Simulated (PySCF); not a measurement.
HF₃Ge, singlet, at a GFN2-xTB geometry. Base run: PBE/cc-pVDZ in PySCF.

The PySCF input:
```python
from pyscf import gto, scf, dft, solvent

mol = gto.Mole()
mol.atom = '''
    Ge    0.089235   -0.094909    0.254493
    F    -0.992782    1.211913    0.346163
    F     1.341003    0.454142   -0.754747
    F    -0.726556   -1.263663   -0.670409
    H     0.549507   -0.584447    1.567165
'''
mol.basis = 'cc-pvdz'
mol.charge = 0
mol.spin = 0
mol.verbose = 3
mol.build()

mf = dft.RKS(mol)
mf.xc = 'pbe'
mf.kernel()
```

Each row names what was changed in the base input (with any setting that the change needs).

```json
[
 {"change": "base", "ΔE vs base (kcal/mol)": "0.000", "dipole (D)": "2.49", "HOMO-LUMO gap (eV)": "8.17"},
 {"change": "model = IEF-PCM; solvent = tetrahydrofuran; r_probe = 0.5", "ΔE vs base (kcal/mol)": "-1.50", "dipole (D)": "2.73", "HOMO-LUMO gap (eV)": "8.28"},
 {"change": "model = IEF-PCM; solvent = tetrahydrofuran; vdw_scale = 1.1", "ΔE vs base (kcal/mol)": "?", "dipole (D)": "?", "HOMO-LUMO gap (eV)": "8.32"},
 {"change": "model = IEF-PCM; solvent = tetrahydrofuran; vdw_scale = 1.4", "ΔE vs base (kcal/mol)": "?", "dipole (D)": "?", "HOMO-LUMO gap (eV)": "?"},
 {"change": "model = IEF-PCM; solvent = tetrahydrofuran; vdw_scale = 1.0", "ΔE vs base (kcal/mol)": "-6.60", "dipole (D)": "3.15", "HOMO-LUMO gap (eV)": "8.33"},
 {"change": "model = IEF-PCM; solvent = methanol", "ΔE vs base (kcal/mol)": "-3.85", "dipole (D)": "3.00", "HOMO-LUMO gap (eV)": "8.32"},
 {"change": "model = COSMO; solvent = tetrahydrofuran", "ΔE vs base (kcal/mol)": "-3.19", "dipole (D)": "2.91", "HOMO-LUMO gap (eV)": "8.31"},
 {"change": "model = SS(V)PE; solvent = tetrahydrofuran", "ΔE vs base (kcal/mol)": "-3.17", "dipole (D)": "2.91", "HOMO-LUMO gap (eV)": "8.31"},
 {"change": "model = C-PCM; solvent = tetrahydrofuran", "ΔE vs base (kcal/mol)": "-3.43", "dipole (D)": "2.95", "HOMO-LUMO gap (eV)": "8.31"},
 {"change": "model = IEF-PCM; solvent = chloroform", "ΔE vs base (kcal/mol)": "-2.80", "dipole (D)": "2.86", "HOMO-LUMO gap (eV)": "8.30"},
 {"change": "model = ddCOSMO; solvent = tetrahydrofuran", "ΔE vs base (kcal/mol)": "?", "dipole (D)": "2.91", "HOMO-LUMO gap (eV)": "8.30"},
 {"change": "model = IEF-PCM; solvent = tetrahydrofuran; lebedev_order = 11", "ΔE vs base (kcal/mol)": "-3.22", "dipole (D)": "2.91", "HOMO-LUMO gap (eV)": "8.31"}
]
```

**Question.** What belongs in the gaps?

**Answer.** 
- model = IEF-PCM; solvent = tetrahydrofuran; vdw_scale = 1.1, ΔE vs base (kcal/mol): -4.51
- model = IEF-PCM; solvent = tetrahydrofuran; vdw_scale = 1.1, dipole (D): 3.02
- model = IEF-PCM; solvent = tetrahydrofuran; vdw_scale = 1.4, ΔE vs base (kcal/mol): -1.83
- model = IEF-PCM; solvent = tetrahydrofuran; vdw_scale = 1.4, dipole (D): 2.77
- model = IEF-PCM; solvent = tetrahydrofuran; vdw_scale = 1.4, HOMO-LUMO gap (eV): 8.29
- model = ddCOSMO; solvent = tetrahydrofuran, ΔE vs base (kcal/mol): -3.63

The base is the gas phase, so ΔE is the electrostatic part of solvation at a fixed geometry, without cavity and dispersion terms.
